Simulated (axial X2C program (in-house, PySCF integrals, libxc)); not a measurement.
## Outer orbitals of GaH⁻ at 1.708 Å, PBE0

Calculated with an axial X2C code built on PySCF integrals. Spin-free means the one-electron spin-free X2C Hamiltonian; two-component (2c) means X2C with spin–orbit coupling and atomic mean-field two-electron Coulomb and Gaunt terms, so the difference of the two also holds small scalar two-electron terms. Basis: Ga dyall-acv3z [10s10p8d5f1g], H dyall-av3z [7s3p2d] (cores contracted in-house); Gaussian nuclei, density fitting, unrestricted open shells. Masses: Ga 68.926 u, H 1.008 u.

The distance is close to the 2c PBE0 minimum; the highest filled and lowest empty levels are listed.

Spin-free orbitals, state M_S = 1/2, Λ = 1 (beyond evenly filled blocks: π+α) (Löwdin shares):

| symmetry | occupied | ε (eV) | atomic character |
| --- | --- | --- | --- |
| δ+α | yes | -17.04 | 100% Ga d |
| δ-α | yes | -17.03 | 100% Ga d |
| δ+β | yes | -17.00 | 100% Ga d |
| δ-β | yes | -17.00 | 100% Ga d |
| σα | yes | -16.88 | 99% Ga d |
| π+α | yes | -16.87 | 100% Ga d |
| σβ | yes | -16.87 | 99% Ga d |
| π-α | yes | -16.86 | 100% Ga d |
| π-β | yes | -16.85 | 100% Ga d |
| π+β | yes | -16.85 | 100% Ga d |
| σα | yes | -6.16 | 53% Ga s, 35% H s, 8% H p |
| σβ | yes | -5.80 | 50% Ga s, 38% H s, 7% H p |
| σα | yes | -1.34 | 47% Ga p, 25% H s, 17% Ga s |
| σβ | yes | -1.16 | 47% Ga p, 24% H s, 20% Ga s |
| π+α | yes | 1.09 | 89% Ga p, 9% H p |
| π-α | no | 1.99 | 96% Ga p, 4% H p |
| σα | no | 2.11 | 92% Ga p, 4% Ga s, 2% H s |
| σβ | no | 2.47 | 94% Ga p, 3% H s |
| π-β | no | 2.50 | 95% Ga p, 4% H p |
| π+β | no | 2.50 | 95% Ga p, 4% H p |

The highest filled level is positive, so this functional does not bind it, and the empty levels of an anion are set by the basis.

Spinors with spin–orbit coupling (state Ω = 1/2):

```json
{"ω": "3/2", "occupied": "yes", "ε (eV)": "-17.23", "atomic character": "100% Ga d", "λ mixture": "90% δ, 10% π"}
{"ω": "-3/2", "occupied": "yes", "ε (eV)": "-17.19", "atomic character": "100% Ga d", "λ mixture": "87% δ, 13% π"}
{"ω": "1/2", "occupied": "yes", "ε (eV)": "-17.09", "atomic character": "100% Ga d", "λ mixture": "60% π, 40% σ"}
{"ω": "-1/2", "occupied": "yes", "ε (eV)": "-17.08", "atomic character": "100% Ga d", "λ mixture": "57% π, 43% σ"}
{"ω": "-5/2", "occupied": "yes", "ε (eV)": "-16.81", "atomic character": "100% Ga d", "λ mixture": "100% δ"}
{"ω": "5/2", "occupied": "yes", "ε (eV)": "-16.78", "atomic character": "100% Ga d", "λ mixture": "100% δ"}
{"ω": "-3/2", "occupied": "yes", "ε (eV)": "-16.67", "atomic character": "100% Ga d", "λ mixture": "87% π, 13% δ"}
{"ω": "3/2", "occupied": "yes", "ε (eV)": "-16.67", "atomic character": "100% Ga d", "λ mixture": "90% π, 10% δ"}
{"ω": "1/2", "occupied": "yes", "ε (eV)": "-16.66", "atomic character": "99% Ga d", "λ mixture": "60% σ, 40% π"}
{"ω": "-1/2", "occupied": "yes", "ε (eV)": "-16.65", "atomic character": "99% Ga d", "λ mixture": "57% σ, 43% π"}
{"ω": "-1/2", "occupied": "yes", "ε (eV)": "-6.12", "atomic character": "53% Ga s, 35% H s, 8% H p", "λ mixture": "100% σ"}
{"ω": "1/2", "occupied": "yes", "ε (eV)": "-5.75", "atomic character": "50% Ga s, 38% H s, 7% H p", "λ mixture": "100% σ"}
{"ω": "-1/2", "occupied": "yes", "ε (eV)": "-1.30", "atomic character": "47% Ga p, 25% H s, 17% Ga s", "λ mixture": "100% σ"}
{"ω": "1/2", "occupied": "yes", "ε (eV)": "-1.12", "atomic character": "47% Ga p, 23% H s, 20% Ga s", "λ mixture": "100% σ"}
{"ω": "1/2", "occupied": "yes", "ε (eV)": "1.09", "atomic character": "89% Ga p, 9% H p", "λ mixture": "100% π"}
{"ω": "-3/2", "occupied": "no", "ε (eV)": "2.01", "atomic character": "96% Ga p, 4% H p", "λ mixture": "100% π"}
{"ω": "-1/2", "occupied": "no", "ε (eV)": "2.13", "atomic character": "93% Ga p, 4% Ga s, 2% H s", "λ mixture": "100% σ"}
{"ω": "1/2", "occupied": "no", "ε (eV)": "2.47", "atomic character": "94% Ga p, 3% H s", "λ mixture": "100% σ"}
{"ω": "-1/2", "occupied": "no", "ε (eV)": "2.51", "atomic character": "95% Ga p, 4% H p", "λ mixture": "100% π"}
{"ω": "3/2", "occupied": "no", "ε (eV)": "2.52", "atomic character": "96% Ga p, 4% H p", "λ mixture": "100% π"}
```

The highest filled level is positive, so this functional does not bind it, and the empty levels of an anion are set by the basis.

Mulliken charges and populations of the two-component result (they depend on the basis, above all on diffuse functions):

Ga -0.65 e (s 7.85 p 13.77 d 10.03), H -0.35 e (s 1.31 p 0.05). ⟨Lz⟩ = 1.00 ħ and ⟨Sz⟩ = -0.50 ħ (-0.51 and 0.01 on the two atoms), which add up to Ω.

The state is one determinant whose occupation by symmetry is held fixed; it was picked as the lowest of a PBE0 search that is not exhaustive. Density functionals use the spin component along the axis (collinear). The highest occupied level is positive at some bond lengths even in Hartree–Fock (under at least one Hamiltonian), so the basis set holds the extra electron there; where that holds at Re the anion is at best weakly bound and its constants depend on the basis. The functionals have no current-density term, which raises determinants with orbital currents, atoms included.
